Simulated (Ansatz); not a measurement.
Gas-phase reaction R1 → P1 + P2, each structure at its B3LYP-D3(BJ)/def2-TZVP stationary point, reached from a drawn start (curvature not checked).
R1, CH2Cl2 (SMILES ClCCl) (charge 0, multiplicity 1, Z-matrix in Å and degrees):
```
C
H 1 1.0832
H 1 1.0832 2 111.90
Cl 1 1.7804 2 108.02 3 118.77
Cl 1 1.7804 2 108.02 3 -118.77
```
P1, CH2Cl (SMILES [CH2]Cl) (charge 0, multiplicity 2):
```xyz
4

C     -0.172     0.007    -0.016
Cl     1.517    -0.059     0.146
H     -0.635     0.977    -0.068
H     -0.710    -0.925    -0.062
```
P2: Cl atom, charge 0, multiplicity 2.

P less R. No zero-point or thermal terms; singlets are restricted closed shells; open shells are unrestricted; no spin–orbit coupling.

Cores are frozen in the correlated methods. CBS(a, b) extrapolates the correlation energy as X⁻³ and adds the Hartree–Fock energy of set b.

Codes used: Ansatz (Gaussian orbitals). Each number belongs to the level named beside it.

```json
[
 {"level": "r2SCAN/def2-TZVPP", "reaction energy (kcal/mol)": "78.27"},
 {"level": "BHLYP/def2-TZVPP", "reaction energy (kcal/mol)": "72.09"},
 {"level": "wB97X-V/def2-TZVPP", "reaction energy (kcal/mol)": "81.96"},
 {"level": "wB97M-V/def2-TZVPP", "reaction energy (kcal/mol)": "82.93"},
 {"level": "MP2/cc-pV(T+d)Z", "reaction energy (kcal/mol)": "84.89"},
 {"level": "MP2/CBS(cc-pV(T+d)Z, cc-pV(Q+d)Z)", "reaction energy (kcal/mol)": "89.17"},
 {"level": "SCS-MP2/cc-pV(D+d)Z", "reaction energy (kcal/mol)": "76.70"},
 {"level": "SCS-MP2/cc-pV(Q+d)Z", "reaction energy (kcal/mol)": "?"},
 {"level": "CCSD(T)/cc-pV(T+d)Z", "reaction energy (kcal/mol)": "?"}
]
```

Complete the blanks.


- SCS-MP2/cc-pV(Q+d)Z, reaction energy (kcal/mol): 84.84
- CCSD(T)/cc-pV(T+d)Z, reaction energy (kcal/mol): 78.62

Ansatz is a program for electronic structure.
